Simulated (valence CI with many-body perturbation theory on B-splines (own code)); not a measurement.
The numbers below are computed, except where a source is named.
**From CI to CI+MBPT in Co14+**

Method: relativistic CI+MBPT: three valence electrons over a frozen Dirac-Fock core [Ne], a basis of 11 s, 11 p, 9 d, 7 f, 5 g, 2 h, 1 i functions for each j, with the one-electron correlation potential Σ1 (screened to all orders), the two-electron term Σ2, the three-electron term Σ3, Breit, model QED; selected single and double excitations, second order for the rest (own B-spline code, finite nucleus).

No measured spectrum was set against this ion. As an estimate, levels of excited configurations hold to 0.05 to 0.15 % of their energy, terms of the ground configuration to about 0.5 %.

Each rung adds one term. CI alone is the Dirac-Coulomb CI over the frozen core; QED comes last and gives the full result, which names the levels. Energies are above 3s2.3p 2P°_1/2 on the same rung, in eV.

Names give the largest LS component (configuration and term), which can be under half, so a name can repeat, a term be missing and a line seem to break the LS rules; names also repeat where a configuration has a term twice. Letters in brackets count levels of one name in rising energy.

```csv
Level,CI alone,Σ1,Σ2,Σ3,Breit,QED,Full
3s2.3p 2P°_3/2,2.90,+0.015,+0.005,0.000,-0.077,+0.007,2.85
3s.3p2 4P_1/2,29.98,-0.093,+0.160,+0.013,+0.035,-0.087,30.01
3s.3p2 4P_3/2,31.19,-0.086,+0.166,+0.013,-0.001,-0.084,31.20
3s.3p2 4P_5/2,32.65,-0.079,+0.164,+0.013,-0.048,-0.080,32.62
3s.3p2 2D_3/2,40.15,-0.077,+0.045,+0.010,-0.035,-0.074,40.02
3s.3p2 2D_5/2,40.54,-0.072,+0.050,+0.010,-0.062,-0.072,40.40
3s.3p2 2S_1/2,48.90,-0.076,-0.250,-0.009,+0.012,-0.086,48.49
3s.3p2 2P_1/2,52.42,-0.069,-0.399,-0.006,-0.037,-0.084,51.83
3s.3p2 2P_3/2,53.62,-0.067,-0.476,-0.004,-0.055,-0.083,52.94
3s2.3d 2D_3/2,63.41,-0.076,-0.406,-0.030,-0.128,-0.008,62.76
3s2.3d 2D_5/2,63.75,-0.067,-0.400,-0.030,-0.165,-0.006,63.08
3p3 2D°_3/2,77.03,-0.169,+0.032,+0.028,-0.004,-0.150,76.76
3p3 2D°_5/2,77.68,-0.164,+0.067,+0.030,-0.050,-0.145,77.42
3p3 4S°_3/2,79.11,-0.168,-0.282,+0.014,+0.006,-0.171,78.51
3s.3p.3d 4F°_3/2,85.47,-0.174,+0.085,0.000,-0.069,-0.088,85.23
3p3 2P°_1/2,86.10,-0.155,-0.184,+0.009,-0.022,-0.155,85.60
3s.3p.3d 4F°_5/2,86.11,-0.168,+0.086,0.000,-0.100,-0.086,85.84
3p3 2P°_3/2,86.72,-0.149,-0.158,+0.010,-0.064,-0.148,86.21
3s.3p.3d 4F°_7/2,87.05,-0.161,+0.087,0.000,-0.142,-0.083,86.75
3s.3p.3d 4F°_9/2,88.36,-0.150,+0.093,0.000,-0.193,-0.080,88.03
3s.3p.3d 4P°_5/2,92.15,-0.164,-0.181,-0.019,-0.104,-0.087,91.60
3s.3p.3d 4D°_3/2,92.50,-0.168,-0.211,-0.014,-0.097,-0.086,91.93
3s.3p.3d 4D°_1/2,92.72,-0.172,-0.242,-0.010,-0.088,-0.086,92.12
3s.3p.3d 4D°_7/2,94.21,-0.158,-0.247,-0.008,-0.173,-0.081,93.54
3s.3p.3d 4P°_1/2,94.18,-0.159,-0.142,-0.022,-0.128,-0.081,93.65
3s.3p.3d 4D°_5/2,94.29,-0.161,-0.219,-0.013,-0.151,-0.082,93.66
3s.3p.3d 4P°_3/2,94.27,-0.160,-0.176,-0.018,-0.141,-0.081,93.69
3s.3p.3d 2D°_3/2 [a],96.09,-0.161,-0.340,-0.009,-0.117,-0.099,95.37
3s.3p.3d 2D°_5/2 [a],96.20,-0.158,-0.324,-0.010,-0.137,-0.097,95.48
3s.3p.3d 2F°_5/2 [a],99.41,-0.163,-0.198,-0.028,-0.111,-0.087,98.82
3s.3p.3d 2F°_7/2 [a],101.69,-0.151,-0.192,-0.027,-0.174,-0.082,101.06
```

The middle columns are the shifts that each term adds.

Question: How does the ionisation energy move along the ladder, and which term matters most?

Answer: CI alone 443.52, + Σ1 444.24, + Σ2 444.05, + Σ3 444.01, + Breit 443.81, + QED 443.82 eV. The largest step is Σ1, 0.72 eV. NIST lists 441.1 ± 1.4 eV (semi-empirical).
